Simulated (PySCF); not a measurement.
# Cl²⁺: ionisation energy

Cl²⁺ [Ne] 3s2 3p3 (4S) → Cl³⁺ [Ne] 3s2 3p2 (3P), as a difference of total energies. Computed with PySCF 2.14 in aug-cc-pV(T+d)Z with one added diffuse shell each of s, p, d, f type (7s6p5d3f, 71 functions), with the non-relativistic Hamiltonian (point nucleus). Correlated levels: valence: [Ne] frozen. The calculations carry no spin-orbit coupling.

Order these methods by the ionisation energy they give, lowest first.
A. CCSD (valence)
B. MP2 (valence)
C. SCS-MP2 (valence)
D. UHF

D (38.963 eV), C (39.418 eV), A (39.543 eV), B (39.615 eV).

A first-order spin-orbit estimate (lowest level to lowest level, LS coupling) adds -0.100 eV.

Errors of the correlated levels include the incompleteness of this basis and the frozen core.

For comparison: 39.8 ± 0.11 eV (semi-empirical (NIST evaluation); NIST Atomic Spectra Database, ionization energies).
